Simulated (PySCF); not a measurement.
# Electronic structure of Ne²⁺ (neon, charge +2) at the UHF level

Configuration: [He] 2s2 2p4, high-spin 3P determinant. Computed with PySCF 2.14 in cc-pVTZ (4s3p2d1f, 30 functions), with the non-relativistic Hamiltonian (point nucleus).

| Item | Value |
| --- | --- |
| Total energy | -126.365280 hartree |
| One-electron energy | -166.5580 hartree |
| Hartree (Coulomb) energy | 51.3108 hartree |
| Exchange energy | -11.1181 hartree |
| Kinetic energy | 126.36137 hartree |
| ⟨S²⟩ | 2.0036 |
| ⟨L²⟩ | 2.007 |
| Sum of ⟨r⟩ | 5.199 bohr |
| Sum of ⟨r²⟩ | 4.994 bohr² |
| Traceless quadrupole moment −½Σ⟨3z² − r²⟩ along its main axis | -0.354 e·bohr² |
| Density at the nucleus (Gaussians lack the cusp) | 602 bohr⁻³ |
| Spin density at the nucleus | 0.0960 bohr⁻³ |
| Langevin diamagnetic susceptibility | -3.96 ×10⁻⁶ cm³/mol |
| Time after the integrals | 0.08 s of wall time on 1 thread of Neoverse-V1 (shared host) |

```json
{"shell": "1s α", "electrons": "1", "mean orbital energy (hartree)": "-34.70187", "spread (hartree)": "0", "rms radius, mean of both spins (bohr)": "0.183"}
{"shell": "1s β", "electrons": "1", "mean orbital energy (hartree)": "-34.56549", "spread (hartree)": "0", "rms radius, mean of both spins (bohr)": "0.183"}
{"shell": "2s α", "electrons": "1", "mean orbital energy (hartree)": "-3.64740", "spread (hartree)": "0", "rms radius, mean of both spins (bohr)": "0.909"}
{"shell": "2s β", "electrons": "1", "mean orbital energy (hartree)": "-3.17760", "spread (hartree)": "0", "rms radius, mean of both spins (bohr)": "0.909"}
{"shell": "2p α", "electrons": "3", "mean orbital energy (hartree)": "-2.57495", "spread (hartree)": "0.14287", "rms radius, mean of both spins (bohr)": "0.905"}
{"shell": "2p β", "electrons": "1", "mean orbital energy (hartree)": "-2.35529", "spread (hartree)": "0", "rms radius, mean of both spins (bohr)": "0.905"}
```
